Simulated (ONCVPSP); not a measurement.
**Ce, ONCV: configuration errors across variants**

```json
{"Element": "cerium (Ce)", "Generator": "ONCVPSP 4.0.1", "Type": "optimised norm-conserving Vanderbilt (ONCV)", "Functional": "PBEsol", "Relativity": "scalar-relativistic", "Frozen core": "[Kr] 4d10", "Valence charge": "12", "Reference configuration": "4f1 5s2 5p6 5d1 6s2", "Partial waves": "5s+6s: rc 2.90 bohr, ncon 5, nbas 9, qcut 4.9 1/bohr, 2 projectors; 5p: rc 1.90 bohr, ncon 4, nbas 8, qcut 3.6 1/bohr, 2 projectors, debl 0.4 Ha; 5d: rc 3.60 bohr, ncon 4, nbas 9, qcut 4.7 1/bohr, 2 projectors, debl 0.4 Ha; 4f: rc 1.80 bohr, ncon 5, nbas 10, qcut 9.9 1/bohr, 2 projectors, debl 1.2 Ha", "Local potential": "polynomial inside 1.35 bohr (lpopt 1, dvloc0 4 Ha)", "Core correction": "polynomial model core, fcfact 0.45"}
```

In the p channel the program set the typed energies aside and used -0.854, 0.250 Ha.

All-electron excitation energies from the reference (eV): (1) 4f1 5s2 5p6 5d1 6s1 6.103; (2) 4f1 5s2 5p6 5d1 6s0 17.141; (3) 4f1 5s2 5p6 5d0 6s0 36.278; (4) 4f1 5s2 5p6 5d2 6s0 6.256.

1 further variants failed, have other tests or too few solved ones, and are left out.

Errors AE − PS in meV (a dash: test not solved or not reliable):

```tsv
change	(1)	(2)	(3)	(4)	bound ghosts	GHOST(+) flags above zero
base	-1.9	-8.3	+1.0	-14	none	s
core correction polynomial model core, fcfact 0.62	-1.9	-8.4	+1.0	-14	none	s
all radii but the core radius scaled by about 0.85 (s 2.48, p 1.62, d 3.08, f 1.54 bohr); local potential polynomial inside 1.16 bohr (lpopt 1, dvloc0 4 Ha)	-1.6	-6.2	-4.4	-13	none	s, p
f: rc 2.04	-1.9	-8.5	+0.9	-14	none	s
core correction none	-1.7	-6.8	+1.6	-12	none	s
s: qcut 4.8	-1.9	-8.5	+0.9	-15	none	s
s: qcut 4.2; p: qcut 3.1; d: qcut 4; f: qcut 8.5	-2.1	-11	+15	-10	none	s
```

Q: Give the same row for: local potential polynomial inside 1.35 bohr (lpopt 5, dvloc0 4 Ha).

A: -1.9, -8.3, +0.9, -14; bound ghosts: none; GHOST(+) flags above zero: s.
